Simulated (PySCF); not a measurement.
# UHF on Ga (gallium, neutral)

Configuration: [Ar] 3d10 4s2 5s1, 2S determinant (an excited configuration). Computed with PySCF 2.14 in aug-cc-pV5Z-PP with ECP10MDF (8s7p6d4f3g2h, 136 functions), with scalar relativity through the core potential.

| Item | Value |
| --- | --- |
| Total energy | -258.199531 hartree |
| One-electron energy | -460.2000 hartree |
| Hartree (Coulomb) energy | 223.6203 hartree |
| Exchange energy | -21.6198 hartree |
| ⟨S²⟩ | 0.7501 |
| ⟨L²⟩ | 0.000 |
| Sum of ⟨r⟩ | 25.49 bohr |
| Sum of ⟨r²⟩ | 87.56 bohr² |

| shell | electrons | mean orbital energy (eV) | rms radius, mean of both spins (bohr) |
| --- | --- | --- | --- |
| 3s α | 1 | -183.52 | 0.701 |
| 3s β | 1 | -183.49 | 0.701 |
| 3p α | 3 | -128.53 | 0.739 |
| 3p β | 3 | -128.52 | 0.739 |
| 3d α | 5 | -35.836 | 0.891 |
| 3d β | 5 | -35.826 | 0.891 |
| 4s α | 1 | -15.122 | 2.48 |
| 4s β | 1 | -14.930 | 2.48 |
| 5s α | 1 | -2.714 | 7.94 |

Energies and moments cover only the electrons outside the core potential. The outer electron is Rydberg-like, and this basis confines it to a smaller radius and binds it less than a complete one would.
